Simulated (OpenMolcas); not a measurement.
## Fe VI: effect of the active space

* Program: OpenMolcas
* Method: CASSCF or its RAS form
* Basis: ANO-RCC-VTZP
* Scalar Hamiltonian: DKH2, point nucleus
* Spin-orbit coupling: RASSI with atomic mean-field integrals over the reference wave functions, term energies averaged over their components

A. 3 electrons in 5 orbitals (3d); 2S+1 = 4 even, 10 roots; 2S+1 = 2 even, 40 roots; cost about 15 core-seconds
B. 9 electrons in 8 orbitals (RAS1 3p, at most 2 holes; RAS2 3d); 2S+1 = 4 even, 10 roots; 2S+1 = 2 even, 40 roots; cost of the order of 30 core-seconds
C. 3 electrons in 10 orbitals (3d 4d); 2S+1 = 4 even, 10 roots; 2S+1 = 2 even, 40 roots; cost roughly 21 core-seconds

Energies in cm⁻¹ above 3d³ ⁴F_3/2, the measured ground level; measured values from Corliss and Sugar, J. Phys. Chem. Ref. Data 11, 135 (1982).

| Level | A | B | C | Measured |
| --- | --- | --- | --- | --- |
| 3d³ ⁴F_3/2 | 0.0 | 0.0 | 0.0 | 0.0 |
| 3d³ ⁴F_5/2 | 539 | 557 | 541 | 511 |
| 3d³ ⁴F_7/2 | 1268 | 1306 | 1273 | 1188 |
| 3d³ ⁴F_9/2 | 2163 | 2223 | 2172 | 2001 |
| 3d³ ⁴P_1/2 | 23249 | 21828 | 22954 | 18738 |
| 3d³ ⁴P_3/2 | 23445 | 22000 | 23157 | 18942 |
| 3d³ ²G_7/2 | 23904 | 23888 | 23506 | 20616 |
| 3d³ ⁴P_5/2 | 24113 | 22732 | 23840 | 19611 |
| 3d³ ²G_9/2 | 24623 | 24652 | 24241 | 21315 |
| 3d³ ²P_1/2 | 31468 | 28518 | 31077 | 26496 |
| 3d³ ²P_3/2 [72 %] | 31571 | 28549 | 31136 | 26215 |
| 3d³ ²H_9/2 | 31579 | 33184 | 31089 | 28724 |
| 3d³ ²H_11/2 | 32104 | 33746 | 31636 | 29203 |
| 3d³ ²D_3/2(1) [75 %] | 34607 | 31356 | 34058 | 28628 |
| 3d³ ²D_5/2(1) | 34899 | 31656 | 34334 | 28484 |
| 3d³ ²F_7/2 | 53986 | 52848 | 53310 | 46217 |
| 3d³ ²F_5/2 | 54302 | 53171 | 53624 | 46604 |
| 3d³ ²D_5/2(2) | 84222 | 78467 | 82476 | 71708 |
| 3d³ ²D_3/2(2) | 84598 | 78921 | 82814 | 72049 |

Deviations, from unrounded energies. A percentage is the sum of absolute deviations over the sum of measured energies, with the sign that they share, or ± where signs differ.

```
                        Against measurement  Levels      A      B      C
             mean absolute deviation (cm-1)      18   5000   3500   4400
      fine structure of the ground term (%)       3   +7.3  +10.4   +7.7
other terms of the ground configuration (%)      15  +17.7  +12.3  +15.8
```

B lies closest to measurement on these levels and A furthest from it. The largest miss of B in the table is 3d³ ²D_3/2(2), by +6900 cm-1. The ranking rests on the paired levels alone, and a cruder setting can come out closer through cancelling errors.

Among A to C the level of the table that moves most is 3d³ ²D_5/2(2), by 5800 cm-1 (lowest in B, highest in A).

Without dynamic correlation excited terms often stand tens of per cent too high (terms of higher spin than the ground term too low), and those without a measured partner can miss by more than the paired ones. Active for correlation alone: 3p; no level in the range computed is led by a configuration that opens it, so any true level of that kind is missing (holds for B). Active for correlation alone: 4d; no level in the range computed is led by a configuration that fills it, so any true level of that kind is missing (holds for C). Computed and measured levels are paired by configuration, term and J; levels that our copy of the source lacks, or whose pairing is in doubt (as where it misses far off the trend of its configuration), stay unpaired and out of the deviations. Levels of configurations outside the active space are missing.

A share in square brackets marks a mixed level and gives the weight of the term that names it, the lowest over the columns. A number in round brackets counts repeated terms of one configuration in the order of the reference energies.
